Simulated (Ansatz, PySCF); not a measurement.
The pair A = CH4 (SMILES C) (first 5 atoms), B = C2H2 (SMILES C#C); geometry from B3LYP-D3(BJ)/def2-TZVP.
(charge 0, multiplicity 1):
```xyz
9

C      0.00926     0.21161    -0.50701
H      0.16022     0.30764    -1.58108
H      0.96680     0.02278    -0.02335
H     -0.42018     1.13605    -0.12175
H     -0.66928    -0.61881    -0.31363
C      0.12252    -0.34976     4.41399
C     -0.14872    -0.18096     3.26044
H      0.36637    -0.50002     5.43731
H     -0.38836    -0.03135     2.23588
```

Frozen-core correlation. CBS(a, b) extrapolates the correlation energy as X⁻³ and adds the Hartree–Fock energy of set b. MP2 and its Hartree–Fock in aug-cc-pVTZ are density fitted.

Codes used: Ansatz (an electronic-structure program); PySCF for the dispersion terms. Each number belongs to the level named beside it.

The monomers are drawn apart, rigid, along the line of their centres of mass. Counterpoise-corrected interaction energies (kcal/mol):

| level | R = 5.484 Å | R = 6.597 Å |
|---|---|---|
| PBE/def2-TZVPPD | -0.1673 | -0.0356 |
| PBE-D3(BJ)/def2-TZVPPD | -0.3349 | -0.0838 |
| wB97M-V/def2-TZVPPD | -0.2336 | -0.0693 |
| MP2/CBS(aug-cc-pVDZ, aug-cc-pVTZ) + ΔCCSD(T)/aug-cc-pVDZ | -0.2460 | -0.0707 |

### Question
R is the distance of the centres of mass. Find the local exponent m of E ∝ R⁻ᵐ between the two points.

### Answer

m = ln(E₁/E₂)/ln(R₂/R₁): PBE/def2-TZVPPD 8.4; PBE-D3(BJ)/def2-TZVPPD 7.5; wB97M-V/def2-TZVPPD 6.6; MP2/CBS(aug-cc-pVDZ, aug-cc-pVTZ) + ΔCCSD(T)/aug-cc-pVDZ 6.7. For scale, two fixed dipoles give m = 3, dipole and quadrupole 4, quadrupoles 5, and dispersion or dipole-induced dipole 6 at long range; at these distances several terms mix, and what is left of overlap and damping shifts m, so it need not match one of them.
